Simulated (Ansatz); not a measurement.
```yaml
crystal:
  periodic: [false, false, false]
  atoms:
    - {symbol: C, position_ang: [1.098864, 1.367145, -1.544521]}
    - {symbol: C, position_ang: [1.077613, -0.048741, -0.970929]}
    - {symbol: Al, position_ang: [-0.264678, -0.423079, 0.416601]}
    - {symbol: C, position_ang: [-0.432236, -2.240758, 1.128113]}
    - {symbol: C, position_ang: [-1.420332, 1.021417, 1.061690]}
    - {symbol: H, position_ang: [1.879123, 1.501917, -2.300482]}
    - {symbol: H, position_ang: [1.272815, 2.115664, -0.766231]}
    - {symbol: H, position_ang: [0.146893, 1.625538, -2.017088]}
    - {symbol: H, position_ang: [2.061827, -0.300156, -0.550382]}
    - {symbol: H, position_ang: [0.940746, -0.782781, -1.777273]}
    - {symbol: H, position_ang: [-0.752000, -2.252123, 2.174220]}
    - {symbol: H, position_ang: [-1.193664, -2.794696, 0.564787]}
    - {symbol: H, position_ang: [0.495337, -2.814500, 1.048168]}
    - {symbol: H, position_ang: [-0.834978, 1.753743, 1.630768]}
    - {symbol: H, position_ang: [-2.224965, 0.671957, 1.713489]}
    - {symbol: H, position_ang: [-1.873266, 1.576749, 0.233568]}
basis:
  gaussian: {orbitals: x2c-TZVPPall, fitting: {mean_field: def2-universal-jkfit}}
magnetization: {spin_polarized: true, initial_magnetization: 2}
hamiltonian: {xc: {name: PBEsol}, dispersion: d3bj}
accuracy: high
multiplicity: 3
```

```sh
$ ansatz run in.yaml --threads 4 --pin off --events-out ev --progress --plain --max-ram 10444MiB
```

(1) How does Ansatz answer? (Estimate.)

## Answers

(1) Computed: The input was rejected before any iteration.
```
Error: YAML parse error: error: line 25 column 1: unknown field `multiplicity`, expected one of crystal, accuracy, basis, kpoints, hamiltonian, magnetization, projection, total_charge, correlation, batch, efield, external_charges, scf, relax, neb, saddle, md, ramp, phonons, dielectric, real_time, elastic, magnetic_configurations, gw, evaluate, workflow, output, checkpoint, execution
23 | hamiltonian: {xc: {name: PBEsol}, dispersion: d3bj}
24 | accuracy: high
25 | multiplicity: 3
```
